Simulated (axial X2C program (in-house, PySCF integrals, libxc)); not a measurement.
Curves of GeP by EOM-IP-CCSD

Calculated with an axial X2C code built on PySCF integrals: two-component X2C with atomic mean-field Coulomb and Gaunt terms, Gaussian nuclei, basis Ge dyall-acv3z, P dyall-av3z with contracted cores.

Energies in eV from the lowest point of the lowest state; states are followed by energy order within each Ω. Reference: GeP⁻, 20 electrons correlated in 94 virtual spinors with an MP2 remainder; levels at this size can be off by some tenths of an eV. Masses 73.921 and 30.974 u.

```tsv
R (Å)	(1)Ω=3/2	(1)Ω=1/2	(2)Ω=1/2
1.903	0.7456	0.4119	0.8178
1.986	0.2672	0.1733	0.3404
2.069	0.0399	0.0932	0.1683
2.162	0.0000	0.0629	0.3061
2.255	0.1191	0.1848	0.5741
2.379	0.4337	0.5132	1.0425
```

Problem. Fit the curves (1)Ω=3/2 near their minima.

Solution. At EOM-IP-CCSD from GeP⁻ (the fit fixes ωe to about one per cent; ωe of higher roots by this method can be off by ten per cent):

```json
{"state": "(1)Ω=3/2", "Te (cm⁻¹)": "0", "Re (Å)": "2.134", "ωe (cm⁻¹)": "503.9"}
```

For GeP⁻ at CCSD, and between the minima:

Re = 2.072 Å, ωe = 541.5 cm⁻¹; removing the electron costs 2.896 eV without zero-point terms.

T1 of the reference reaches 0.026 (Lee–Taylor). Curves followed by order can swap character. Number of frozen shells: Ge 3 s, 2 p; P 2 s, 1 p. Roots with under 60 % one-particle weight at any point are counted in the labels but not shown, and the list ends where the roots sought for some Ω run out; states that need a further excitation are missing and may lie low or lowest. Curves with a minimum but no constants failed the fit check.
